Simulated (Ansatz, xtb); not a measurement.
## CH7InN2O: which of two isomers lies lower

We compare X, `C[NH][In]([NH2])[OH]`, a singlet, with Y, `C[O][In]([NH2])[NH2]`, a singlet. Both are isolated molecules in the gas phase, relaxed with PBE0-D4/def2-SVP; the shapes shown needn't be the lowest conformers.

X (Å):

```xyz
12

C    -1.7829   -1.9069    0.8049
In    0.4464    0.2473    0.6092
N    -0.4732   -1.4487    1.1849
N    -0.5005    1.8618   -0.1982
O     2.3717    0.3391    1.1520
H    -2.3477   -2.3181    1.6639
H    -1.7817   -2.6886    0.0178
H    -2.3886   -1.0728    0.4144
H     0.1136   -2.1745    1.5803
H     0.0803    2.4361   -0.8049
H    -1.3523    1.6402   -0.7090
H     2.7485    1.2161    1.0243
```

Y (Å):

```yaml
atoms:
  - { symbol: C, position_ang: [-0.7929, -2.4921, 0.8464] }
  - { symbol: In, position_ang: [-0.0460, 0.3948, 0.4643] }
  - { symbol: N, position_ang: [-1.9180, 0.9772, -0.0693] }
  - { symbol: N, position_ang: [1.6868, 1.4335, 0.3225] }
  - { symbol: O, position_ang: [0.2304, -1.5530, 0.8605] }
  - { symbol: H, position_ang: [-1.5957, -2.2910, 1.5880] }
  - { symbol: H, position_ang: [-0.3821, -3.4883, 1.0969] }
  - { symbol: H, position_ang: [-1.2911, -2.5956, -0.1403] }
  - { symbol: H, position_ang: [-2.1343, 1.9633, 0.0508] }
  - { symbol: H, position_ang: [-2.6718, 0.4325, 0.3424] }
  - { symbol: H, position_ang: [2.4656, 1.0049, 0.8169] }
  - { symbol: H, position_ang: [1.6483, 2.4175, 0.5743] }
```

Quicker runs give these differences E(Y) − E(X): GFN2-xTB +0.274 eV; HF/STO-3G −0.169 eV (at GFN2-xTB geometries); r2SCAN-D4/def2-SVP +0.020 eV (at GFN2-xTB geometries).

Estimate E(Y) − E(X) at the level CCSD(T)/def2-SVP + ΔMP2/def2-TZVPP.

Calculated at CCSD(T)/def2-SVP + ΔMP2/def2-TZVPP: E(Y) − E(X) = +0.165 eV, so structure X lies lower.

The same difference at several levels:

```json
{"level": "GFN2-xTB", "geometry": "GFN2-xTB", "E(Y) − E(X) (eV)": "+0.274", "departure from the last row (eV)": "+0.109", "job, with rough time for the two": "optimisation, 1 s"}
{"level": "HF/STO-3G", "geometry": "GFN2-xTB", "E(Y) − E(X) (eV)": "−0.169", "departure from the last row (eV)": "−0.334", "job, with rough time for the two": "single point, 1.5 s"}
{"level": "r2SCAN-D4/def2-SVP", "geometry": "GFN2-xTB", "E(Y) − E(X) (eV)": "+0.020", "departure from the last row (eV)": "−0.145", "job, with rough time for the two": "single point, 5.6 s"}
{"level": "PBE0-D4/def2-SVP", "geometry": "PBE0-D4/def2-SVP", "E(Y) − E(X) (eV)": "+0.131", "departure from the last row (eV)": "−0.034", "job, with rough time for the two": "optimisation, 5.3 min"}
{"level": "HF/def2-SVP", "geometry": "PBE0-D4/def2-SVP", "E(Y) − E(X) (eV)": "+0.093", "departure from the last row (eV)": "−0.072", "job, with rough time for the two": "part of the CCSD(T) run"}
{"level": "MP2/def2-SVP", "geometry": "PBE0-D4/def2-SVP", "E(Y) − E(X) (eV)": "+0.173", "departure from the last row (eV)": "+0.008", "job, with rough time for the two": "part of the CCSD(T) run"}
{"level": "CCSD(T)/def2-SVP", "geometry": "PBE0-D4/def2-SVP", "E(Y) − E(X) (eV)": "+0.138", "departure from the last row (eV)": "−0.027", "job, with rough time for the two": "single point"}
{"level": "CCSD(T)/def2-SVP + ΔMP2/def2-TZVPP", "geometry": "PBE0-D4/def2-SVP", "E(Y) − E(X) (eV)": "+0.165", "departure from the last row (eV)": "", "job, with rough time for the two": "single point, 71 s"}
```

As drawn, Y has 1 C–O, 1 N–H in place of 1 C–N, 1 O–H.

HF/STO-3G puts the two in the other order. r2SCAN-D4/def2-SVP finds them nearly level. The largest departure from CCSD(T)/def2-SVP + ΔMP2/def2-TZVPP is that of HF/STO-3G, 0.334 eV. The last row adds to CCSD(T) the change of the MP2 difference between the two basis sets, here +0.027 eV.

With thermal terms from frequencies at re-optimised GFN2-xTB minima (ideal gas, soft modes damped towards free rotors, one conformer each, 298.15 K, 1 atm): the zero-point term adds −0.016 eV; ΔH is +0.157 and ΔG +0.129 eV.

The correlated steps freeze 8 core orbitals; the filled d shell of In is correlated, in a basis made for valence electrons. Atoms past krypton carry core potentials in the def2 sets, other sets are all-electron and non-relativistic, and no spin–orbit term is included. Codes used: Ansatz 0.2.0, xtb 6.7.1; the last row on 2 threads of AMD EPYC 7R43 64-Core Processor (Zen 3) on a shared host.
